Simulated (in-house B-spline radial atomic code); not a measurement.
Two electrons outside the bare core: Zn28+

Computed with a B-spline radial code for spherical atoms: configuration interaction (CI) of the two electrons, alone and with Breit and QED terms (there is no core, so MBPT adds nothing); no-pair Dirac Hamiltonian, finite nucleus. Labels give the configuration (outer n counted up each series) and the leading LS term, or the jj pair where no LS term holds 70 %.

Command:
```bash
python run_mb.py task.json out
```
Settings (nuclear radius in fm, box in bohr, cutoff in hartree):
```
basis_form          3
Z                   30
core_configuration  
rms_radius          3.9283
mass_number         64
speed_of_light      137.036
box_radius          3.0
lmax                6
intervals           58
virtual_cutoff      1800.0
```

Time taken, with all properties: 60 s on 1 thread of Arm Neoverse V2, on a shared host.

Excitation energies (eV):

| level | purity of the LS term | CI alone | CI + MBPT + Breit + QED |
| --- | --- | --- | --- |
| 1s2 1S0 | 1.0 | 0 | 0 |
| 1s2s 3S1 | 1.0 | ? | ? |
| 1s2p 3P°0 | 1.0 | 8959 | 8946.4 |
| 1s2p 3P°1 | 0.864 | 8964.4 | 8948.9 |
| 1s2s 1S0 | 1.0 | 8962.6 | 8949.4 |
| 1s2p 3P°2 | 1.0 | 8993.1 | 8977.3 |
| 1s2p 1P°1 | 0.863 | 9013.2 | 8997.5 |
| 1s3s 3S1 | 1.0 | 10580 | 10564 |
| 1s3p 3P°0 | 1.0 | 10589 | 10573 |
| 1s3s 1S0 | 1.0 | 10589 | 10574 |
| 1s3p 3P°1 | 0.853 | 10590 | 10574 |
| 1s3p 3P°2 | 1.0 | 10599 | 10583 |
| 1s3d (1/2,3/2)2 | 0.636 (3D) | ? | ? |
| 1s3d 3D1 | 1.0 | 10604 | 10588 |
| 1s3p 1P°1 | 0.853 | 10604 | 10588 |
| 1s3d 3D3 | 1.0 | 10607 | 10591 |
| 1s3d (1/2,5/2)2 | 0.636 (1D) | 10607 | 10591 |
| 1s4s 3S1 | 1.0 | 11152 | 11136 |
| 1s4p 3P°0 | 1.0 | 11156 | 11140 |
| 1s4s 1S0 | 1.0 | 11156 | 11140 |

Task: Where does 1s3d (1/2,3/2)2 lie?

Result: 10604 eV in CI alone and 10588 eV with all corrections.

Task: Where does 1s2s 3S1 lie?

Result: 8926.8 eV in CI alone and 8911.6 eV with all corrections.

Task: What is the first ionisation energy?

Result: 11864 eV to the 1s1/2 state of the next ion (11880 eV from CI alone). NIST lists 11864.9401 ± 0.0014 eV (tabulated theory).

Some electric-dipole lines (reduced elements in atomic units, length form; vacuum wavelengths from the computed energies):

```
   upper      lower  D bare (size)  D with core polarisation (size)   λ (nm)  A (s⁻¹)
1s3s 3S1  1s2p 3P°0         0.0199                           0.0199  0.76655  5.9e+11
1s3d 3D1  1s2p 3P°0          0.129                            0.129  0.75541  2.6e+13
```

Weak lines are less accurate than strong ones.
